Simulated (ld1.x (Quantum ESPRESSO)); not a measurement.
C (Z = 6): excitation energies, all-electron against PAW

carbon (C), PAW, made with ld1.x (Quantum ESPRESSO) 7.5 (PBEsol, scalar-relativistic). Core [He], reference 2s2 2p1.5 (charge +0.5). Waves: 2s (bound): rcut 0.80, rcutus 1.10 bohr; 2s channel at -0.85 Ry: rcut 0.80, rcutus 1.10 bohr; 2p (bound): rcut 1.60, rcutus 2.15 bohr; 2p channel at -0.05 Ry: rcut 1.60, rcutus 2.15 bohr; 3d channel at 0.2 Ry: rcut 1.55, rcutus 1.95 bohr; 3d channel at 1.95 Ry: rcut 1.55, rcutus 1.95 bohr. Local part: all-electron potential smoothed inside 1.80 bohr (lloc = -1). Core correction: a·sin(br)/r model core, default radius (ld1.x builds one for every PAW set, though the input has nlcc=.false.). Augmentation charge: PSQ, inside the norm-conserving radii.

Energies are relative to the spin-unpolarised reference configuration 2s2 2p1.5; without spin polarisation the order of configurations can differ from experiment.

Problem. Give the all-electron excitation energy and the error of the potential for: 2s2 2p2; 2s2 2p1; 2s2 2p0; 2s2 2p2.3; 2s1 2p2; 2s1 2p0; 2s0 2p4.

Solution.

```json
{"valence configuration": "2s2 2p2", "charge": "0", "ΔE all-electron (eV)": "-3.933", "error AE − PS (meV)": "+0.1"}
{"valence configuration": "2s2 2p1", "charge": "+1", "ΔE all-electron (eV)": "6.856", "error AE − PS (meV)": "-0.3"}
{"valence configuration": "2s2 2p0", "charge": "+2", "ΔE all-electron (eV)": "30.875", "error AE − PS (meV)": "+0.2"}
{"valence configuration": "2s2 2p2.3", "charge": "-0.3", "ΔE all-electron (eV)": "-5.077", "error AE − PS (meV)": "+0.1"}
{"valence configuration": "2s1 2p2", "charge": "+1", "ΔE all-electron (eV)": "15.569", "error AE − PS (meV)": "-1.3"}
{"valence configuration": "2s1 2p0", "charge": "+3", "ΔE all-electron (eV)": "78.839", "error AE − PS (meV)": "-15"}
{"valence configuration": "2s0 2p4", "charge": "0", "ΔE all-electron (eV)": "12.940", "error AE − PS (meV)": "-1.7"}
```

Levels in the configuration 2s2 2p0:

```json
{"level": "2s", "all-electron (eV)": "-40.178", "pseudo (eV)": "-40.183"}
```
